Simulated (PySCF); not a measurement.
**InBi and its ions**

UHF-MP2; basis In def2-SVP with ECP28, Bi def2-SVP with ECP60; scalar-relativistic core potentials; PySCF 2.14. Neutral (UHF): triplet (π ↑↑), Re = 3.027 Å, ωe = 133 cm⁻¹, De = 1.14 eV.

InBi⁺ (UHF): quartet (σ ↑, π ↑↑), Re = 3.329 Å, ωe = 62.3 cm⁻¹. The energies at the minima are -402.95166 hartree for InBi and -402.72596 for InBi⁺.

**Question.** Work out the adiabatic ionisation energy, without and with harmonic zero-point energies (1 hartree = 27.2114 eV, 1 eV = 8065.5 cm⁻¹), and the change of the bond length.

**Answer.** At UHF-MP2: 0.22570 hartree = 6.142 eV between the minima; the zero-point term (62.3 − 133.0)/2 cm⁻¹ = -0.004 eV makes it 6.137 eV. Re changes by +30.2 pm against the neutral. The electron leaves a σ orbital, and the longer bond of the ion fits a bonding orbital, or a change in how ionic the bond is.

Correlated steps freeze 8 core orbitals. Correlated levels converge slowly with the basis: in double zeta they bind strong bonds too weakly, by up to about 1 eV, and carry superposition errors of some tenths. These are scalar-relativistic numbers at best; spin–orbit coupling would shift them, the dissociation energy most. States were picked by a PBE0 search and need not be the measured ground states.
